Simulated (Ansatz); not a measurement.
`FCBI` and `CBCF` differ in one atom or group.

Ansatz, PBE0-D4/def2-TZVP geometries, multiplicity 1. Each molecule was computed in one conformer, which needn't be the lowest.

Elements past krypton have def2 core potentials.

| property | `FCBI` |
| --- | --- |
| zero-point energy (PBE0-D4/def2-TZVP) / kJ/mol | 111.2 |
| LUMO energy (B3LYP/def2-TZVPP) / eV | -2.08 |
| HOMO–LUMO gap (PBE0/def2-TZVPP) / eV | 5.66 |
| HOMO energy (B3LYP/def2-TZVPP) / eV | -7.33 |
| size of the dipole moment (B3LYP/def2-TZVPP) / D | 1.81 |
| HOMO–LUMO gap (ωB97M-V/def2-TZVPP) / eV | 9.78 |

Task: What does the change do to each property? (An estimate is asked.)

Result: The calculation gave: 
```csv
property,`CBCF`,shift
zero-point energy (PBE0-D4/def2-TZVP) / kJ/mol,204.4,93.2
LUMO energy (B3LYP/def2-TZVPP) / eV,-1.30,0.78
HOMO–LUMO gap (PBE0/def2-TZVPP) / eV,7.58,1.92
HOMO energy (B3LYP/def2-TZVPP) / eV,-8.44,-1.11
size of the dipole moment (B3LYP/def2-TZVPP) / D,2.30,0.49
HOMO–LUMO gap (ωB97M-V/def2-TZVPP) / eV,11.92,2.14
```

With PBE0 the HOMO falls by 1.07 eV and the LUMO rises by 0.84 eV, so the gap widens by about 1.91 eV. PBE moves the HOMO by -0.62 eV and ωB97M-V by -1.30 eV. The zero-point energy changes by 93.2 kJ/mol with +9 modes. Dipoles are sizes alone; their direction can turn.

B3LYP here is the variant with VWN-RPA as its local correlation; programs differ in this.

Spin–orbit coupling is left out; it splits and shifts lone-pair levels of the heavy atoms by tenths of an eV.
